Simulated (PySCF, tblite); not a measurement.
Species: C3H8O2Si2.
Cartesian coordinates in Å at the GFN2-xTB level; atoms count from 1:
```xyz
15
C3H8O2Si2 angstrom
C      3.5062   -0.1974    0.8796
C      2.5644   -0.1507    0.1413
C      1.3887   -0.1018   -0.6900
Si    -0.1488   -0.6807    0.2823
O     -0.2970    0.1484    1.6727
O     -1.4547   -0.3573   -0.6071
Si    -2.9684    0.1986   -0.7839
H      4.3572   -0.2362    1.4911
H      1.2479    0.9232   -1.0428
H      1.5519   -0.7269   -1.5686
H     -0.1484   -2.1188    0.5271
H      0.4636    0.2903    2.2297
H     -2.9458    1.6525   -0.6327
H     -3.8207   -0.4285    0.2237
H     -3.3008   -0.2179   -2.1445
```

Theory: B3LYP/def2-SVPD in PySCF (dipole) on a GFN2-xTB geometry, gas phase.

Take the most abundant isotopes and a rigid rotor. The values belong to one conformer with, in the numbering `[CH:1]#[C:2][CH2:3][Si@@H:4]([OH:5])[O:6][SiH3:7]`, C2–C3–Si4–O5 53°, C3–Si4–O5–H -45°, C3–Si4–O6–Si7 -136°.

Question: Give the principal moments of inertia and the rotational constants in MHz.

Answer: Ia = 96.91, Ib = 631.15, Ic = 686.44 u·Å²; 505379 MHz·u·Å²/I gives A = 5215, B = 800.7, C = 736.2 MHz.

Question: Classify the top.

Answer: A near-prolate asymmetric top: κ = (2 × 800.7 − 5215 − 736.2)/(5215 − 736.2) = -0.97.

Question: What does the inertial defect say?

Answer: Not planar: Δ = Ic − Ia − Ib = -41.61 u·Å². For a rigid frame Δ = −2 Σ m c², so Σ m c² = 20.81 u·Å² lies off the ab plane: 8.81 from hydrogen and 12.00 from heavier atoms. The atom farthest from that plane is 1.95 Å away.

Question: List the rotational levels J(Ka,Kc) to J = 5 (MHz).

Answer: Above 0(0,0):
J = 1: 1(0,1) 1537, 1(1,1) 5951, 1(1,0) 6016
J = 2: 2(0,2) 4610, 2(1,2) 8961, 2(1,1) 9154, 2(2,1) 22398, 2(2,0) 22398
J = 3: 3(0,3) 9218, 3(1,3) 13475, 3(1,2) 13861, 3(2,2) 27008, 3(2,1) 27012, 3(3,1) 49242, 3(3,0) 49242
J = 4: 4(0,4) 15359, 4(1,4) 19492, 4(1,3) 20137, 4(2,3) 33156, 4(2,2) 33166, 4(3,2) 55392, 4(3,1) 55392, 4(4,1) 86517, 4(4,0) 86517
J = 5: 5(0,5) 23030, 5(1,5) 27013, 5(1,4) 27980, 5(2,4) 40839, 5(2,3) 40864, 5(3,3) 63079, 5(3,2) 63079, 5(4,2) 94203, 5(4,1) 94203, 5(5,1) 134222, 5(5,0) 134222
The levels of one J sum to (2J + 1)J(J + 1)(A + B + C)/3.

Question: Predict some low-J microwave lines.

Answer: The dipole components are |μa| = 0.53 D, |μb| = 0.13 D, |μc| = 0.23 D. Intensities carry the squares of the components, which stand as 1.00 : 0.06 : 0.20 (a : b : c). Some lines, for components of 0.1 D or more:

```tsv
type	branch	J(Ka,Kc)	MHz	lower level (cm⁻¹)
a	R	2(1,2) ← 1(1,1)	3009	0.199
a	R	3(1,3) ← 2(1,2)	4514	0.299
a	R	3(2,2) ← 2(2,1)	4611	0.747
b	Q	3(1,2) ← 3(0,3)	4643	0.307
a	R	3(1,2) ← 2(1,1)	4707	0.305
b	R	1(1,1) ← 0(0,0)	5951	0.000
c	Q	3(2,2) ← 3(1,2)	13147	0.462
b	R	2(2,1) ← 1(1,0)	16382	0.201
c	R	2(2,0) ← 1(1,0)	16382	0.201
b	R	2(2,0) ← 1(1,1)	16447	0.199
b	R	3(2,1) ← 2(1,2)	18051	0.299
b	Q	3(3,0) ← 3(2,1)	22230	0.901
b	Q	3(3,1) ← 3(2,2)	22234	0.901
b	R	3(3,1) ← 2(2,0)	26844	0.747
c	R	3(3,1) ← 2(2,1)	26845	0.747
```

Its GFN2-xTB frequencies are all real (lowest 24 cm⁻¹). Zero-point vibration and centrifugal distortion are left out. A rigid rotor knows nothing of internal rotation, which can split or shift real lines.

Time: 73 s of wall time; peak memory 0.85 GiB. Hardware: one thread of an Arm Neoverse N1, on a shared host. This is the B3LYP/def2-SVPD job that gave the dipole, with the excitations it also computed.
